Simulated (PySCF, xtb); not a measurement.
AlH₂, SMILES [AlH2+], charge +1.

Harmonic wavenumbers (cm⁻¹) from GFN2-xTB in xtb at its own minimum, in rising order: 521, 521, 1807, 1958.

Problem. What does B3LYP-D3(BJ)/def2-TZVPD (PySCF) give at its own minimum? (Estimate from the structure and the level; the computed values follow.)

Solution. 557, 557, 2012, 2109. Paired by order, the mean absolute difference is 107 cm⁻¹ and the zero-point energies are 6.9 and 7.5 kcal/mol.
